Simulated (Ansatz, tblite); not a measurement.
Removing and adding an electron: TiBrF₃. Charge 0, multiplicity 1. Geometry: PBE0-D4/def2-SVP. Ansatz, gas phase; energy differences of separate SCF runs; the oxidised species was run as a doublet alone; the reduced species was run as a doublet alone.

```xyz
5

Ti    0.0588    0.0974   -0.0110
Br   -1.1407   -1.8895    0.2130
F     1.7465   -0.2225    0.0813
F    -0.3738    1.1888    1.2463
F    -0.2908    0.8258   -1.5297
```

The xTB rows come from tblite. Correlated methods freeze 17 core orbitals; core or outer-core shells of Ti, Br are correlated, in sets that lack core-valence functions. The rows differ in basis, and correlated rows in double-zeta sets carry the largest basis error. HOMO above LUMO, or a gap near zero within one spin, warns that the state may not be the lowest or that an electron is smeared out.

**Question.** Estimate orbital energies and vertical ionisation energies and electron affinities at: GFN1-xTB; GFN2-xTB; HF/def2-SVP; PBE-D4/def2-TZVP; PBE-D4/def2-TZVPD; r2SCAN-D4/def2-TZVP; r2SCAN-D4/def2-TZVPD; PBE0-D4/def2-TZVP; PBE0-D4/def2-TZVPD; MP2/def2-SVP; CCSD/def2-SVP; CCSD(T)/def2-SVP.

**Answer.** 
```tsv
level	−HOMO (eV)	vertical IE (eV)	−LUMO (eV)	vertical EA (eV)	HOMO–LUMO gap (eV)	IE − EA (eV)	remarks
GFN1-xTB	13.80	18.01	10.64	6.95	3.16	11.06	–
GFN2-xTB	12.79	16.62	9.56	5.94	3.22	10.67	–
HF/def2-SVP	–	11.19	–	–	–	–	–
PBE-D4/def2-TZVP	8.06	11.60	4.13	–	3.94	–	–
PBE-D4/def2-TZVPD	8.07	–	4.13	0.62	3.94	–	HOMO above zero (-1 doublet), gap within one spin near zero (-1 doublet)
r2SCAN-D4/def2-TZVP	8.44	11.77	4.14	–	4.29	–	–
r2SCAN-D4/def2-TZVPD	8.42	–	4.12	0.81	4.31	–	HOMO above zero (-1 doublet)
PBE0-D4/def2-TZVP	9.40	11.79	3.27	–	6.13	–	–
PBE0-D4/def2-TZVPD	9.40	–	3.26	1.28	6.14	–	HOMO above zero (-1 doublet)
MP2/def2-SVP	–	11.55	–	–	–	–	–
CCSD/def2-SVP	–	11.56	–	–	–	–	–
CCSD(T)/def2-SVP	–	11.46	–	–	–	–	–
```

   A HOMO above zero means that the electron is unbound at that level or that self-interaction error raises the level; the energy of removing that electron tells which. Raw xTB energy differences between charge states are shifted by several eV; the methods need an empirical correction for them.
